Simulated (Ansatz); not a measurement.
`[F][SbH][F]` + `[SbH3]` → `[F][SbH][SbH2]` + H–F  (formal exchange of groups at the Sb–F bond)

Gas-phase electronic energies from Ansatz, PBE0-D4/def2-TZVP geometries. CBS: MP2 limit from def2 TZ/QZ plus the TZ coupled-cluster correction, frozen cores. This one scheme is used for every species. DFT in def2-TZVPP. HSE06 is defined as in plane-wave codes. Elements past krypton have def2 core potentials. For Sb outer-core shells are correlated without core-valence functions, which leaves a few kJ/mol of doubt a bond.

Task: Is it downhill or uphill in electronic energy at CCSD(T)/CBS, and by how much? (Best estimate.)

Result: Computed: Downhill: ΔE = -4.3 kcal/mol.

Task: What do these levels give: LDA (SPW92), revPBE-D4, PBE0-D4, HSE06-D4, revPBE, HSE06, BHLYP, CCSD(T)/def2-SVP, MP2/def2-TZVPP, SCS-MP2/def2-TZVPP, SCS-MP2/def2-QZVPP, HF/CBS(def2)? (Best estimate.)

Result: Ansatz gave: LDA (SPW92) -4.3, revPBE-D4 -3.2, PBE0-D4 -5.1, HSE06-D4 -5.4, revPBE -1.8, HSE06 -4.2, BHLYP -0.4, CCSD(T)/def2-SVP -3.7, MP2/def2-TZVPP -5.4, SCS-MP2/def2-TZVPP -2.3, SCS-MP2/def2-QZVPP -2.6, HF/CBS(def2) 2.5 kcal/mol.

Largest T1 diagnostic among the species: 0.015.

From BLYP to BHLYP (50 % exact exchange), in def2-TZVPP and without D4, ΔE moves by −1.8 kcal/mol. Leaving LDA and LC-ωPBE aside and taking each functional with its dispersion term where it has one, the values, not all of them listed here, spread over 10.4 kcal/mol, from HSE06-D4 to B97M-V. LDA lies −1.9 kcal/mol from PBE without D4.
